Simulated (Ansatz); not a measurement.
`Cc1ccc(C)c(C)c1` + `CC(=N)O` → `COC(C)=N` + `Cc1cccc(C)c1`  (substitution at a C–C bond)

Computed with Ansatz on PBE0-D4/def2-TZVP structures; ΔE is electronic, products minus reactants. CBS: MP2 limit from def2 TZ/QZ plus the TZ coupled-cluster correction, frozen cores. DFT in def2-TZVPP. Each species was taken in one conformer, which may not be the lowest.

`Cc1ccc(C)c(C)c1`:

Z-matrix (Å, degrees):
```
C
C 1 1.498
H 1 1.093 2 111.4
H 1 1.091 2 111.3 3 -120.7
H 1 1.094 2 111.1 3 119.4
C 2 1.387 1 121.5 3 135.9
C 2 1.392 1 120.8 3 -44.9
C 6 1.387 2 120.5 1 179.0
H 6 1.085 2 119.7 1 -1.1
C 7 1.388 2 122.4 1 -179.0
H 7 1.087 2 119.0 1 1.1
C 8 1.388 6 121.6 2 0.1
H 8 1.086 6 119.4 2 179.9
C 10 1.497 7 120.3 2 -179.9
C 12 1.497 8 120.7 6 179.9
H 14 1.091 10 111.1 7 -0.1
H 14 1.094 10 111.5 7 120.4
H 14 1.094 10 111.5 7 -120.5
H 15 1.091 12 111.0 8 0.2
H 15 1.094 12 111.6 8 120.5
H 15 1.094 12 111.6 8 -120.2
```

`CC(=N)O`:

```xyz
9

C     0.367   -0.888    0.404
C    -0.103    0.397   -0.192
N    -1.269    0.883   -0.225
O     0.913    1.078   -0.754
H     0.829   -1.507   -0.369
H     1.132   -0.689    1.158
H    -0.456   -1.434    0.859
H    -1.937    0.271    0.232
H     0.525    1.889   -1.112
```

`COC(C)=N`:

```xyz
12

C    -1.133   -1.417   -0.683
O    -0.919   -0.139   -0.104
C     0.360    0.204    0.108
C     0.440    1.567    0.717
N     1.304   -0.581   -0.197
H    -2.212   -1.521   -0.780
H    -0.651   -1.484   -1.660
H    -0.726   -2.203   -0.045
H    -0.026    2.299    0.054
H     1.474    1.854    0.900
H    -0.112    1.587    1.660
H     2.201   -0.166    0.029
```

`Cc1cccc(C)c1`:

```xyz
18

C    -2.318   -0.756    1.063
C    -1.058   -0.545    0.279
C    -0.711   -1.404   -0.759
C     0.474   -1.222   -1.454
C     1.325   -0.179   -1.124
C     0.998    0.699   -0.096
C     1.892    1.854    0.243
C    -0.193    0.498    0.592
H    -2.136   -1.401    1.929
H    -3.089   -1.234    0.456
H    -2.716    0.189    1.439
H    -1.374   -2.222   -1.023
H     0.737   -1.898   -2.259
H     2.252   -0.042   -1.671
H     1.826    2.111    1.302
H     1.612    2.745   -0.327
H     2.935    1.631    0.010
H    -0.456    1.176    1.399
```

| level | ΔE (kJ/mol) |
| --- | --- |
| PBE | 52.6 |
| MP2/def2-QZVPP | 61.2 |

(1) What does CCSD(T)/CBS give? (An estimate is asked.)

Largest T1 diagnostic among the species: 0.013.

Results:

(1) Ansatz gave: +54.8 kJ/mol. The listed levels differ from it by -2.2, 6.4 kJ/mol.

The D4 term adds +4.7 kJ/mol with B3LYP and +2.8 kJ/mol with PBE0; it sums over pairs of atoms, weighted by their polarisabilities, and B3LYP, whose exchange is more repulsive, gets the larger term. In def2-TZVPP, CCSD(T) changes the Hartree–Fock value by +14.1 kJ/mol (the triples alone add +1.3 kJ/mol) and MP2 by +21.2 kJ/mol.

CCSD(T)/CBS has its own doubt, a few kJ/mol and more with outer-core shells, so smaller differences from it don't rank the levels.

B3LYP here is the variant with VWN-RPA as its local correlation; programs differ in this.
